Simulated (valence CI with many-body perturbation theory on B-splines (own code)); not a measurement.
Results of a calculation; reference values are marked as such.
## Yb37+: what the settings do

Method: valence CI with perturbative core correlation (CI+MBPT): five valence electrons over a frozen Dirac-Fock core [Ar] 3d10, radial functions for each j: 6 s, 6 p, 5 d, 3 f, 1 g, with the one-electron correlation potential Σ1 (screened to all orders), the two-electron term Σ2, the three-electron term Σ3, Breit, model QED; selected single and double excitations, second order for the rest, scaled by the run's own slope (own B-spline code, finite nucleus).

No measured spectrum was set against this ion. As an estimate, large intervals hold to a few tenths of a per cent, small ones and those within an open d or f shell to about a per cent. Among the levels kept, up to 340 cm⁻¹ of a level comes from second order outside the variational space, and about a tenth of that is noise between levels of different J, which matters for small intervals.

The reference run has the lowest level (4s^2 4p1/2^2 4p3/2) J=3/2 and an ionisation energy of 1670.04 eV. Its largest variational space holds 10000 state functions.

Levels are named by their leading jj configuration (3d3/2^4 stands for four electrons in 3d with j = 3/2), which in mixed levels can hold well under half, so a name can repeat and another be missing. Letters in brackets count levels of one name in rising energy.

Changed runs:
A. scale of Σ2 1 → 0.8
B. scale of Σ2 1 → 1.2
C. averaging of valence orbitals over low configurations on → off
D. size limit of the variational space 10000 → 300; second order for the rest on → off (bad on purpose)

Excitation energies of the reference run in cm⁻¹, and shifts in cm⁻¹:

```tsv
Level	Reference	A	B	C	D
(4s^2 4p1/2 4p3/2^2) J=3/2	523231	-361	+361	+2.5	+153
(4s^2 4p1/2 4p3/2^2) J=5/2	563914	-240	+240	+0.7	+366
(4s^2 4p1/2 4p3/2^2) J=1/2	614874	-80	+80	+2.0	-1231
(4s^2 4p1/2^2 4d3/2) J=3/2	1123450	+160	-161	-6.1	+512
(4s^2 4p3/2^3) J=3/2	1145230	-447	+447	+3.7	-164
(4s 4p1/2^2 4p3/2^2) J=5/2	1202620	-441	+440	+2.9	+1677
(4s^2 4p1/2^2 4d5/2) J=5/2	1323730	+805	-810	-7.9	+2170
(4s 4p1/2^2 4p3/2^2) J=1/2	1342320	+176	-181	+3.9	-265
(4s 4p1/2^2 4p3/2^2) J=3/2	1361290	+613	-624	+1.4	+1531
(4s^2 4p1/2 4p3/2 4d3/2) J=3/2 [a]	1645360	-146	+145	-3.0	+1458
(4s^2 4p1/2 4p3/2 4d3/2) J=5/2 [a]	1646570	-159	+158	-5.2	+2775
(4s^2 4p1/2 4p3/2 4d3/2) J=1/2 [a]	1649420	-119	+119	-3.0	-187
Ionisation energy (eV)	1670.04	-0.04	+0.04	+0.00018	-0.42
```
